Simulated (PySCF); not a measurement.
B(CCH)(H)2 (C2H3B), SMILES BC#C. Atoms are numbered in the order given.

```xyz
6

B      0.0000     0.0000    -1.3921
C      0.0000     0.0000     0.1078
C      0.0000     0.0000     1.3174
H      0.0000     0.0000     2.3811
H      0.0000    -1.0307    -1.9858
H      0.0000     1.0307    -1.9858
```
Charge 0, spin multiplicity 1.

The structure is a stationary point at B3LYP-D3(BJ)/def2-TZVP.

Calculation: r2SCAN/def2-TZVPD run with PySCF.

Isolated molecule, no solvent.

Computed frontier levels, gap, dipole moment and polarisability:
The highest occupied level is -7.09 eV, the lowest empty level is -3.06 eV and the orbital gap is 4.04 eV. The dipole moment is 1.01 D. The quadrupole, principal values (traceless, Buckingham form, about the centre of nuclear charge) is -3.81, -1.04, 4.85 D·Å and the mean static polarisability is 39.1 bohr³ (5.80 Å³). The polarisability, principal values is 27.2, 31.1, 59.1 bohr³.
